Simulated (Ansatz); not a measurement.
A series at Si: from `N[SiH](N)N`, ligands are replaced one by one, each step taking up H₂ and setting free NH₃; n counts the steps. Ansatz, PBE0-D4/def2-TZVP geometries. Each molecule was computed in one conformer, which needn't be the lowest.

CBS adds triple-zeta CCSD(T) − MP2 to the MP2 limit, frozen cores; atoms without spin–orbit coupling. 

```json
{"n": "0", "molecule": "`N[SiH](N)N`", "atomization energy, CCSD(T)/CBS (kJ/mol)": "3847.8"}
{"n": "1", "molecule": "`N[SiH2]N`", "atomization energy, CCSD(T)/CBS (kJ/mol)": "?"}
{"n": "2", "molecule": "`N[SiH3]`", "atomization energy, CCSD(T)/CBS (kJ/mol)": "2173.0"}
{"n": "3", "molecule": "SiH₄", "atomization energy, CCSD(T)/CBS (kJ/mol)": "1362.7"}
```

**Question.** By hand: fit a straight line y = ȳ + b (n − n̄) to the 3 given rows and predict n = 1.

**Answer.** n̄ = 1.667, ȳ = 2461.17; Σ(n − n̄)(y − ȳ) = -3871.73, Σ(n − n̄)² = 4.667, so b = -829.60 kJ/mol a step. Prediction: 2461.17 + (-829.60) × (-0.667) = 3014.5 kJ/mol.

**Question.** By hand: compare with the computed value, 3007.4 kJ/mol, and give the steps along the whole series.

**Answer.** The line misses by -7.1 kJ/mol (computed minus predicted). Steps: -840.4, -834.4, -810.3 kJ/mol.

The steps differ by up to 30.1 kJ/mol, small against a whole step but well beyond the method's doubt, so the ligands' effects don't simply add. The miss is 0.3 % of the series' range. The energies themselves are unsure by some kJ/mol a bond, though much of that is common to the series.
